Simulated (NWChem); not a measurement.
# TiOF$_{2}$; SMILES [F][Ti]([F])=[O]

```xyz
4

Ti     0.0247    -0.0763     0.0000
O      1.5815     0.2024     0.0000
F     -0.7579     0.1357    -1.5746
F     -0.7579     0.1357     1.5746
```
Atoms are numbered in this order, from 1.

Results from NWChem. The geometry was optimised at PBE0/def2-SVP. GIAO values for the isolated, static molecule; σ is the absolute isotropic shielding, δ = σ(reference) − σ with the isolated reference molecule computed at the same levels (19F: trichlorofluoromethane, 17O: water).

Problem. Order these by “δ F3 (ppm)”, lowest first: LDA (Slater exchange, VWN5)/pcSseg-1; BHandHLYP/pcSseg-1; PBE/pcSseg-1.

Solution. BHandHLYP/pcSseg-1 (241.0), PBE/pcSseg-1 (315.0), LDA (Slater exchange, VWN5)/pcSseg-1 (326.2)
